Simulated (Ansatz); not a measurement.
`[NH2][In]([OH])[SH]` + `O[SiH3]` → `[NH2][In]([SH])[O][SiH3]` + H₂O  (ligand exchange at the In–O bond)

Program: Ansatz. Geometries: PBE0-D4/def2-TZVP. ΔE: electronic, gas phase. CBS: MP2 limit from def2 TZ/QZ plus the TZ coupled-cluster correction, frozen cores. This one scheme is used for every species. Functionals use def2-TZVPP. HSE06 is defined as in plane-wave codes. Elements past krypton have def2 core potentials. For In outer-core shells are correlated without core-valence functions, which leaves a few kJ/mol of doubt a bond. Each species was taken in one conformer, which may not be the lowest.

`[NH2][In]([OH])[SH]`:

Z-matrix (Å, degrees):
```
N
In 1 2.011
H 1 1.010 2 116.5
H 1 1.011 2 114.7 3 -129.0
O 2 1.981 1 115.3 3 153.0
S 2 2.379 1 125.8 3 -33.0
H 5 0.960 2 113.4 1 173.8
H 6 1.344 2 93.3 1 2.1
```

`O[SiH3]`:

```xyz
6

O    -0.633   -0.389    1.044
Si    0.093   -0.005   -0.384
H    -0.371    0.099    1.825
H    -0.156    1.413   -0.763
H    -0.500   -0.908   -1.397
H     1.567   -0.210   -0.325
```

`[NH2][In]([SH])[O][SiH3]`:

Z-matrix (Å, degrees):
```
Si
O 1 1.624
H 1 1.497 2 111.4
H 1 1.489 2 111.2 3 119.9
H 1 1.489 2 110.5 3 -119.6
In 2 1.986 1 135.1 3 -10.1
S 6 2.358 2 113.1 1 178.1
N 6 2.007 2 115.6 1 -7.9
H 7 1.345 6 91.3 2 -1.3
H 8 1.010 6 116.9 2 156.4
H 8 1.011 6 114.6 2 26.6
```

H₂O:

Cartesian coordinates in Å:
```
O 0.357 0.026 -0.152
H -0.480 0.157 -0.603
H 0.122 -0.183 0.755
```

Task: Is it downhill or uphill in electronic energy at CCSD(T)/CBS, and by how much? (An estimate is asked.)

Result: The calculation gave: Downhill: ΔE = -6.3 kcal/mol.

Task: What do these levels give: LDA (SPW92), PBE-D4, BLYP, HSE06, CAM-B3LYP, CCSD(T)/def2-TZVPP? (Estimate.)

Result: The calculation gave: LDA (SPW92) -3.6, PBE-D4 -3.9, BLYP -2.3, HSE06 -4.0, CAM-B3LYP -3.9, CCSD(T)/def2-TZVPP -6.0 kcal/mol.

Largest T1 diagnostic among the species: 0.015.

Leaving LDA and LC-ωPBE aside and taking each functional with its dispersion term where it has one, the values, not all of them listed here, spread over 2.4 kcal/mol, from BHLYP-D4 to PBE-D4. At CCSD(T), def2-SVP lies −1.0 kcal/mol from the extrapolated value and def2-TZVPP +0.4 kcal/mol.
